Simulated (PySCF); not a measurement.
CH9AlO2Si2, singlet, at a GFN2-xTB geometry (such geometries of metal compounds can be far from the true shape). Base run: PySCF with MP2/STO-3G.

PySCF was given this input:
```python
from pyscf import gto, scf, mp

mol = gto.Mole()
mol.atom = '''
    Al    0.328227    0.517411    0.468922
    C     1.168480    1.860372    1.665972
    H     1.792393    1.382469    2.420049
    H     0.413247    2.460184    2.173924
    H     1.792076    2.553553    1.101008
    O    -0.785728    0.988621   -0.698016
    Si   -1.870818    1.391488   -1.842135
    H    -3.197806    1.074849   -1.309426
    H    -1.564414    0.618294   -3.046731
    H    -1.713334    2.830477   -2.071669
    O     0.708594   -1.115714    0.587127
    Si    1.042573   -2.706457    0.660993
    H    -0.195330   -3.400072    1.022183
    H     2.068555   -2.865527    1.695794
    H     1.539281   -3.116498   -0.653854
'''
mol.basis = 'sto-3g'
mol.charge = 0
mol.spin = 0
mol.verbose = 4
mol.build()

mf = scf.RHF(mol)
mf.kernel()

pt = mp.MP2(mf, frozen=18)
pt.kernel()
print('E(MP2) = %.10f' % pt.e_tot)
```

Each row names what was changed in the base input (with any setting that the change needs).

```csv
change,basis functions,E (Eh),MP2 correlation (Eh),SCF-reference HOMO (eV),SCF-reference HOMO-LUMO gap (eV),SCF-reference dipole (D)
base,51,-1000.91810,-0.22427,-7.36,17.80,0.44
basis = 3-21G,84,-1007.85494,-0.45872,-11.18,14.52,0.09
basis = pcseg-0,84,-1011.66261,-0.46836,-11.42,14.49,0.35
basis = 6-31G,84,-1013.05088,-0.46751,-11.27,14.35,0.19
basis = def2-SV(P),114,-1013.09649,-0.69308,-11.57,14.37,0.24
basis = 6-31G*,114,[?],[?],[?],14.44,0.20
basis = 6-31+G*,[?],[?],[?],[?],[?],[?]
basis = def2-SVP,141,-1013.19112,-0.76521,-11.53,14.35,0.27
basis = cc-pVDZ,141,-1013.58557,-0.77011,-11.49,14.50,0.44
basis = pcseg-1,141,-1013.46640,-0.75531,-11.59,14.20,0.17
basis = 6-31G**,141,[?],[?],-11.42,14.44,0.20
basis = pc-1,141,-1013.51587,-0.76100,-11.59,14.45,0.24
```

Some entries are withheld; supply them.


- basis = 6-31G*, E (Eh): -1013.45626
- basis = 6-31G*, MP2 correlation (Eh): -0.68591
- basis = 6-31G*, SCF-reference HOMO (eV): -11.43
- basis = 6-31+G*, basis functions: 138
- basis = 6-31+G*, E (Eh): -1013.48285
- basis = 6-31+G*, MP2 correlation (Eh): -0.69843
- basis = 6-31+G*, SCF-reference HOMO (eV): -11.54
- basis = 6-31+G*, SCF-reference HOMO-LUMO gap (eV): 12.75
- basis = 6-31+G*, SCF-reference dipole (D): 0.25
- basis = 6-31G**, E (Eh): -1013.53129
- basis = 6-31G**, MP2 correlation (Eh): -0.74613

Totals compare only among sets that treat the same electrons; sets with core potentials leave the core out.
